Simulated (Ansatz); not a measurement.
**What each rung costs, and what it gives**

Saddle point of CH$_{6}$GeN, doublet (CH₃N ([CH2][NH]) + GeH₃ → CH₆GeN ([NH][CH2][GeH3]); bonds formed: C1–Ge3), PBE0-D4/def2-TZVP structure:

```
9
angstrom
C -1.1463 -0.4843 0.5129
N -0.4718 -1.3730 1.1395
Ge 0.9192 0.9585 -0.6097
H -1.4361 0.4224 1.0458
H -1.5979 -0.6245 -0.4748
H -0.3252 -2.1941 0.5517
H 0.8022 2.1516 -1.5831
H 1.6159 1.3677 0.6959
H 1.6401 -0.2243 -1.2783
```

Barriers are electronic and count from the start structure reached by relaxing down the imaginary mode. Spin–orbit coupling is left out.

Computed with Ansatz 0.2.0 (basis: as named in each row); correlated methods freeze the cores; orbitals are unrestricted. Filled d shells of the heavier atoms are correlated. The def2 sets are not built for correlating such inner shells, so the correlated values are less sure here. B3LYP uses VWN-RPA correlation. Extrapolation: Hartree–Fock as exp(−7.88 √X), correlation as X^−2.97.

Times are rough, for one single point on 8 threads of a shared host (Intel Xeon 6975P-C).

The estimate by CCSD(T) at an estimated basis limit (MP2 extrapolated from triple and quadruple zeta, plus CCSD(T) − MP2 in triple zeta) is 0.195 eV.

```json
{"method": "HF", "basis": "STO-3G", "time (s)": "under 1", "barrier (eV)": "-0.101", "method less estimate": "-0.296"}
{"method": "PBE-D4", "basis": "STO-3G", "time (s)": "under 1", "barrier (eV)": "-0.170", "method less estimate": "-0.364"}
{"method": "SPW92", "basis": "def2-SVP", "time (s)": "under 1", "barrier (eV)": "0.076", "method less estimate": "-0.119"}
{"method": "PBE-D4", "basis": "def2-SVP", "time (s)": "under 1", "barrier (eV)": "0.137", "method less estimate": "-0.058"}
{"method": "B3LYP-D4", "basis": "6-31G", "time (s)": "under 1", "barrier (eV)": "0.164", "method less estimate": "-0.031"}
{"method": "PBE0-D4", "basis": "def2-SVP", "time (s)": "under 1", "barrier (eV)": "0.184", "method less estimate": "-0.011"}
{"method": "SPW92", "basis": "def2-TZVPP", "time (s)": "under 1", "barrier (eV)": "-0.007", "method less estimate": "-0.202"}
{"method": "PBE-D4", "basis": "def2-TZVPP", "time (s)": "under 1", "barrier (eV)": "0.056", "method less estimate": "-0.138"}
{"method": "BLYP-D4", "basis": "def2-TZVPP", "time (s)": "under 1", "barrier (eV)": "0.089", "method less estimate": "-0.106"}
{"method": "PBE0-D4", "basis": "def2-TZVPP", "time (s)": "1", "barrier (eV)": "0.107", "method less estimate": "-0.088"}
{"method": "B3LYP-D4", "basis": "def2-TZVPP", "time (s)": "1", "barrier (eV)": "0.131", "method less estimate": "-0.064"}
{"method": "BHLYP-D4", "basis": "def2-TZVPP", "time (s)": "1", "barrier (eV)": "0.181", "method less estimate": "-0.014"}
{"method": "CAM-B3LYP-D4", "basis": "def2-TZVPP", "time (s)": "1", "barrier (eV)": "0.179", "method less estimate": "-0.016"}
{"method": "r2SCAN-D4", "basis": "def2-TZVPP", "time (s)": "1", "barrier (eV)": "0.068", "method less estimate": "-0.127"}
{"method": "wB97M-V", "basis": "def2-SVP", "time (s)": "2", "barrier (eV)": "0.268", "method less estimate": "0.073"}
{"method": "r2SCAN0-D4", "basis": "def2-TZVPP", "time (s)": "2", "barrier (eV)": "0.101", "method less estimate": "-0.093"}
{"method": "B2PLYP", "basis": "def2-TZVPP", "time (s)": "2", "barrier (eV)": "0.206", "method less estimate": "0.012"}
{"method": "PBE-QIDH", "basis": "def2-TZVPP", "time (s)": "2", "barrier (eV)": "0.210", "method less estimate": "0.015"}
{"method": "RPA on PBE", "basis": "def2-TZVPP", "time (s)": "2", "barrier (eV)": "0.224", "method less estimate": "0.029"}
{"method": "wB97X-V", "basis": "def2-TZVPP", "time (s)": "2", "barrier (eV)": "0.171", "method less estimate": "-0.023"}
{"method": "B97M-V", "basis": "def2-TZVPP", "time (s)": "2", "barrier (eV)": "0.136", "method less estimate": "-0.059"}
{"method": "wB97M-V", "basis": "def2-TZVPP", "time (s)": "3", "barrier (eV)": "0.188", "method less estimate": "-0.006"}
{"method": "CCSD(T)", "basis": "def2-SVP", "time (s)": "3", "barrier (eV)": "0.347", "method less estimate": "0.153"}
{"method": "MP2", "basis": "def2-QZVPP", "time (s)": "8", "barrier (eV)": "0.486", "method less estimate": "0.292"}
{"method": "CCSD(T)", "basis": "def2-TZVPP", "time (s)": "30", "barrier (eV)": "0.215", "method less estimate": "0.021"}
```

All methods are single points on the PBE0-D4 structures; a negative value means that the method puts the saddle structure below the start.

The T1 diagnostic stays at or below 0.028. ⟨S²⟩ of the unrestricted Hartree–Fock references: 0.76 to 0.93 (a pure state has 0.75). The unrestricted reference is spin-contaminated, which hurts MP2 most.

Radical steps of this kind take place in plasma deposition and etching.

Labels in which every atom is bracketed show which atoms are joined, not bond orders.
